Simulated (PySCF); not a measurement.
Ionisation energy of Ni⁺ by level of theory

Ni⁺ [Ar] 3d9 (2D) → Ni²⁺ [Ar] 3d8 (3F), as a difference of total energies. All numbers are calculated (PySCF 2.14, the non-relativistic Hamiltonian (point nucleus), in aug-cc-pVTZ). Correlated levels: valence: [Ar] frozen. The calculations carry no spin-orbit coupling.

| method | ionisation energy (eV) |
| --- | --- |
| UHF | 15.168 |
| LDA | 19.732 |
| PBE | 19.043 |
| PBE0 | 18.326 |
| r2SCAN | 18.107 |
| revPBE | 18.874 |
| MN15 | 19.408 |
| M06-2X | 18.232 |
| PBEsol | 19.140 |
| MP2 (valence) | 18.478 |
| SCS-MP2 (valence) | 18.179 |

**Question.** How much does correlation contribute at MP2 (valence)?

**Answer.** 18.478 − (15.168) = 3.310 eV, measured against UHF.

A first-order spin-orbit estimate (lowest level to lowest level, LS coupling) adds -0.050 eV.

These non-relativistic numbers lack the scalar-relativistic shift.

Errors of the correlated levels include the incompleteness of this basis and the frozen core.

For comparison: 18.169 eV (measured; NIST Atomic Spectra Database, ionization energies).
